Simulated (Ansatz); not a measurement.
Compare A (`C[Si](F)([SiH3])[SiH3]`) with its isomer B (`FC([SiH3])[SiH2][SiH3]`).

Computed with Ansatz on PBE0-D4/def2-TZVP structures; ΔE is electronic, products minus reactants. CCSD(T)/CBS is the MP2 limit (def2-TZVPP, def2-QZVPP) plus CCSD(T) − MP2 in def2-TZVPP, frozen cores. DFT in def2-TZVPP. B3LYP here is the variant with VWN-RPA as its local correlation; programs differ in this. Each species was taken in one conformer, which may not be the lowest.

A:

```xyz
14

C     1.2509    0.9813   -1.1079
Si   -0.2979    0.4719   -0.1991
F    -1.4413    1.5753   -0.4996
Si    0.0653    0.4107    2.1205
Si   -1.0758   -1.6099   -0.9586
H     2.0492    0.2559   -0.9278
H     1.0727    1.0310   -2.1847
H     1.5980    1.9604   -0.7692
H     0.5535    1.7236    2.6255
H    -1.1806    0.0477    2.8471
H     1.0995   -0.6212    2.4120
H    -1.3282   -1.5889   -2.4259
H    -2.3291   -1.9997   -0.2592
H    -0.0362   -2.6381   -0.6732
```

B:

```xyz
14

F     1.483    1.421   -0.594
C     0.592    1.144    0.461
Si   -1.132    1.763   -0.020
Si    0.705   -0.708    0.882
Si    0.167   -2.053   -0.957
H     0.936    1.713    1.335
H    -1.618    1.023   -1.211
H    -1.084    3.216   -0.322
H    -2.046    1.517    1.127
H     2.085   -1.014    1.350
H    -0.242   -0.962    2.005
H     0.390   -3.480   -0.599
H     1.023   -1.708   -2.121
H    -1.260   -1.875   -1.335
```

**Question.** Which is lower in electronic energy at CCSD(T)/CBS, and by how much? (An estimate is asked.)

**Answer.** Ansatz gave: A, by 61.4 kcal/mol.

**Question.** Give E(B) − E(A) in kcal/mol with B2PLYP, MP2/def2-TZVPP, ωB97M-V, B3LYP, CCSD/def2-TZVPP, PBE-D4, B3LYP-D4. (Estimate.)

**Answer.** The calculation gave: B2PLYP 60.8, MP2/def2-TZVPP 62.2, ωB97M-V 59.0, B3LYP 60.0, CCSD/def2-TZVPP 60.6, PBE-D4 59.6, B3LYP-D4 59.6. None reverses the order clearly.

Largest T1 diagnostic: 0.013.

From PBE to PBE0 (25 % exact exchange), in def2-TZVPP and without D4, E(B) − E(A) moves by +1.2 kcal/mol.
